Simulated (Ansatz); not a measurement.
Basis-set series for H6LiNSi2. Total charge 0; spin multiplicity 1. The bonds changed during the relaxation, so this is another structure than the one it started from. The geometry is a stationary point of PBE0-D4/def2-TZVP.

Z-matrix (Å, degrees):
```
Si
N 1 1.674
Li 1 2.476 2 46.4
H 1 1.494 2 118.6 3 -113.8
H 1 1.542 2 101.6 3 0.0
H 1 1.494 2 118.6 3 113.8
Si 2 1.690 1 132.3 3 180.0
H 7 1.497 2 114.0 1 -60.6
H 7 1.497 2 109.9 1 -179.8
H 7 1.497 2 114.0 1 61.0
```

```json
{"functional": "PBE0-D4", "basis": "def2-TZVPP", "functions": "218", "energy (Eh)": "-644.64001", "HOMO (eV)": "-6.45", "LUMO (eV)": "-1.20"}
{"functional": "PBE0-D4", "basis": "def2-QZVPP", "functions": "412", "energy (Eh)": "-644.66538", "HOMO (eV)": "-6.47", "LUMO (eV)": "-1.21"}
{"functional": "ωB97M-V", "basis": "def2-TZVPP", "functions": "218", "energy (Eh)": "-644.88518", "HOMO (eV)": "-8.70", "LUMO (eV)": "-0.59"}
{"functional": "ωB97M-V", "basis": "def2-QZVPP", "functions": "412", "energy (Eh)": "-644.90854", "HOMO (eV)": "-8.72", "LUMO (eV)": "-0.68"}
```

Q: Give the rows for def2-SVP. (An estimate is asked.)

A: Computed: 
```json
{"functional": "PBE0-D4", "basis": "def2-SVP", "functions": "89", "energy (Eh)": "-644.35818", "HOMO (eV)": "-6.33", "LUMO (eV)": "-1.18"}
{"functional": "ωB97M-V", "basis": "def2-SVP", "functions": "89", "energy (Eh)": "-644.59861", "HOMO (eV)": "-8.54", "LUMO (eV)": "-0.52"}
```
